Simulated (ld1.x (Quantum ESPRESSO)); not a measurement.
# W, RRKJ: configuration errors across variants

* Element: W
* Generator: ld1.x (Quantum ESPRESSO) 7.5
* Type: norm-conserving RRKJ (Kleinman–Bylander form)
* Functional: PBE
* Relativity: scalar-relativistic
* Frozen core: [Kr] 4d10 4f14
* Valence charge: 14
* Reference configuration: 5s2 5p6 5d4 6s1.5 6p0 (charge +0.5)
* Partial waves: 5s (bound): rc 1.40 bohr; 5p (bound): rc 1.55 bohr; 5d (bound): rc 1.50 bohr; 5f channel at 0.15 Ry: rc 1.35 bohr
* Local potential: the f channel
* Core correction: none
* rho0: 0.005

Occupied shells without a wave of their own: 6s. They enter only through the test configuration that unscreens the potential.

All-electron excitation energies from the reference (eV): (1) 5s2 5p6 5d4 6s2 6p0 -3.633; (2) 5s2 5p6 5d4 6s1 6p0 5.251; (3) 5s2 5p6 5d4 6s0 6p0 20.930; (4) 5s2 5p6 5d5 6s1 6p0 -2.094; (5) 5s2 5p6 5d4.5 6s1.5 6p0 -2.938; (6) 5s2 5p6 5d3 6s0 6p0 46.312.

For the base: The 6s level has no wave, so the channel is fitted at the deeper level alone: the likely source of the large errors.

Tests that are not counted but printed errors over 1 eV. “base”: 5s2 5p6 5d4 6s0 6p1 (solver errors, printed error -1.4 eV). “wave 5s (bound): rc 1.40 bohr becomes 5s (bound): rc 0.88 bohr”: 5s2 5p6 5d4 6s0 6p1 (solver errors, printed error -1.4 eV). “wave 5s (bound): rc 1.40 bohr becomes 5s (bound): rc 1.16 bohr”: 5s2 5p6 5d4 6s0 6p1 (solver errors, printed error -1.5 eV). “wave 5s (bound): rc 1.40 bohr becomes 5s (bound): rc 1.32 bohr”: 5s2 5p6 5d4 6s0 6p1 (solver errors, printed error -1.5 eV). “wave 5s (bound): rc 1.40 bohr becomes 5s (bound): rc 1.42 bohr”: 5s2 5p6 5d4 6s0 6p1 (solver errors, printed error -1.4 eV).

2 further variants failed, have other tests or too few solved ones, and are left out.

A true bound ghost makes a file unfit for plane-wave use even where its test errors are small: the radial tests pick states by their node count and pass the ghost by. Where a test does run into it, the solver fails or the error is huge.

The file “base” misses its own reference levels by 0.6 eV. The file “wave 5s (bound): rc 1.40 bohr becomes 5s (bound): rc 0.88 bohr” misses its own reference levels by 0.6 eV. The file “wave 5s (bound): rc 1.40 bohr becomes 5s (bound): rc 1.16 bohr” misses its own reference levels by 0.6 eV. The file “wave 5s (bound): rc 1.40 bohr becomes 5s (bound): rc 1.32 bohr” misses its own reference levels by 0.6 eV. The file “wave 5s (bound): rc 1.40 bohr becomes 5s (bound): rc 1.42 bohr” misses its own reference levels by 0.6 eV. The file “wave 5s (bound): rc 1.40 bohr becomes 5s (bound): rc 1.72 bohr” misses its own reference levels by 0.6 eV. The file “wave 5s (bound): rc 1.40 bohr becomes 5s (bound): rc 1.84 bohr” misses its own reference levels by 0.7 eV. The file “wave 5s (bound): rc 1.40 bohr becomes 5s (bound): rc 1.94 bohr” misses its own reference levels by 0.7 eV.

Errors AE − PS in meV (a dash: test not solved or not reliable):

```tsv
change	(1)	(2)	(3)	(4)	(5)	(6)	bound ghosts
base	-273	+338	+1238	+244	+2.3	+1661	s, p, d
wave 5s (bound): rc 1.40 bohr becomes 5s (bound): rc 0.88 bohr	-274	+340	+1246	+245	+2.3	+1671	s, p, d
wave 5s (bound): rc 1.40 bohr becomes 5s (bound): rc 1.16 bohr	-265	+328	+1204	+237	+2.2	+1614	s, p, d
wave 5s (bound): rc 1.40 bohr becomes 5s (bound): rc 1.32 bohr	-270	+335	+1229	+242	+2.3	+1648	s, p, d
wave 5s (bound): rc 1.40 bohr becomes 5s (bound): rc 1.42 bohr	-273	+338	+1238	+244	+2.3	+1661	s, p, d
wave 5s (bound): rc 1.40 bohr becomes 5s (bound): rc 1.72 bohr	-277	+343	+1259	+248	+2.4	+1688	s, p, d
wave 5s (bound): rc 1.40 bohr becomes 5s (bound): rc 1.84 bohr	-294	+365	+1337	+263	+2.6	+1792	s, p, d
wave 5s (bound): rc 1.40 bohr becomes 5s (bound): rc 1.94 bohr	-320	+397	+1456	+287	+3.0	+1951	s, p, d
```

Task: Give the same row for: wave 5s (bound): rc 1.40 bohr becomes 5s (bound): rc 1.60 bohr.

Result: -273, +338, +1241, +244, +2.3, +1664; bound ghosts: s, p, d. Not counted: 5s2 5p6 5d4 6s0 6p1 (solver errors, printed error -1.4 eV).
